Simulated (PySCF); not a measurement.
## Relaxation of singlet RhCl3

Level of theory: PBE0 in PySCF with Rh def2-SVP with ECP28, Cl def2-SVP; scalar-relativistic core potentials, no spin–orbit coupling; density-fitted integrals. A (50,194) grid was used.

A start displaced from a saddle point along its imaginary mode, of Cs symmetry, held to at least that symmetry:

```xyz
4
charge 0 multiplicity 1, angstrom
Rh    0.0000   -0.0859   -0.3368
Cl    0.0000    0.0129    1.9059
Cl    2.1864    0.1200   -0.4574
Cl   -2.1864    0.1200   -0.4574
```

Optimiser trace:
```csv
step,E − E(last) (kJ/mol),largest gradient (Eh/bohr)
0,66.23,0.01124
1,57.63,0.01309
2,47.52,0.01337
3,27.14,0.02155
4,19.48,0.01853
5,6.25,0.00662
6,2.09,0.01086
7,0.30,0.00125
8,0.02,0.00023
9,0.00,0.00018
10,0.00,0.00012
```

It ends at C3v with Rh–Cl 2.186 Å (×3); Cl–Rh–Cl 105.5° (×3) (after a last refinement on a finer grid). A frequency run shows a minimum. Other isomers or separated fragments may lie lower.

At this level a triplet minimum of C2v symmetry lies 16 kJ/mol below this structure.
